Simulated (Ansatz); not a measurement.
Coupled-cluster run, C$_{2}$H$_{6}$ClInO (`CO[CH](Cl)[InH2]`).

```yaml
crystal:
  periodic: [false, false, false]
  atoms:
    - {symbol: C, position_ang: [-1.222248, 0.763013, 0.952106]}
    - {symbol: O, position_ang: [-1.248841, -0.276639, 0.011846]}
    - {symbol: C, position_ang: [-0.020049, -0.917089, -0.067626]}
    - {symbol: Cl, position_ang: [-0.170909, -2.201071, -1.331499]}
    - {symbol: In, position_ang: [1.655387, 0.111297, -1.057698]}
    - {symbol: H, position_ang: [-0.481345, 1.530121, 0.677147]}
    - {symbol: H, position_ang: [-0.984772, 0.395837, 1.959498]}
    - {symbol: H, position_ang: [-2.213277, 1.214505, 0.960583]}
    - {symbol: H, position_ang: [0.204753, -1.457138, 0.858917]}
    - {symbol: H, position_ang: [3.240597, -0.486713, -0.759880]}
    - {symbol: H, position_ang: [1.240716, 1.323886, -2.203394]}
basis:
  gaussian: {orbitals: def2-TZVPP}
correlation: {method: ccsd_t}
output: {orbitals: {seedname: orbitals}}
```

```sh
$ ansatz run in.yaml --threads 4 --pin off --events-out ev --progress --plain --max-ram 10444MiB
```

The program prints (abridged):

```
Functional definition: HF
1785 factors; integrals over basis functions are off by at most 1.0e-3 eV
mean field evaluation 1: about -21842.7912 eV, gradient 3.0e1 eV
mean field evaluation 2: about -21843.0434 eV, gradient 3.0e1 eV
mean field evaluation 4: about -21845.4766 eV, gradient 4.7e0 eV
mean field evaluation 8: about -21845.5418 eV, gradient 2.8e-1 eV
mean field -21845.54230000 eV, -802.8088720848 hartree, gradient 3.6e-6 eV, S^2 0.000000; 0 other end points of the search recorded, 0 dependent functions left out
12 core orbitals not correlated: weight in the atoms' cores, before any rotation towards them, 1.000 or more for the frozen orbitals, at most 0.000 for the correlated occupied ones
reference -21845.54230000 eV, -802.8088720848 hartree; 20, 20 occupied and 237, 237 virtual orbitals, 1785 factors
second order -29.07412358 eV of doubles, -0.00000000 eV of singles
cycle   1  -29.23095981 eV  change   -1.6e-1 eV  update   1.3e-1
cycle   2  -29.98329549 eV  change   -7.5e-1 eV  update   3.7e-2
cycle   3  -30.13470306 eV  change   -1.5e-1 eV  update   2.0e-2
cycle   4  -30.12167538 eV  change    1.3e-2 eV  update   5.4e-3
cycle   5  -30.11728740 eV  change    4.4e-3 eV  update   3.0e-3
cycle   6  -30.11810248 eV  change   -8.2e-4 eV  update   1.1e-3
cycle   7  -30.11799581 eV  change    1.1e-4 eV  update   6.3e-4
cycle   8  -30.11786644 eV  change    1.3e-4 eV  update   2.4e-4
cycle   9  -30.11796485 eV  change   -9.8e-5 eV  update   1.1e-4
cycle  10  -30.11799946 eV  change   -3.5e-5 eV  update   4.0e-5
perturbative correction -1.16588819 eV, -0.0428456007 hartree
Total energy: -21876.82618765 eV, -803.9585337508 hartree
```

Run time 6 min (4 threads of an Arm Neoverse V2 on a shared host); peak host memory 7.6 GiB.

The correlation energy is -31.284 eV, 3.7 % of it from (T); the T1 diagnostic reads 0.0136.
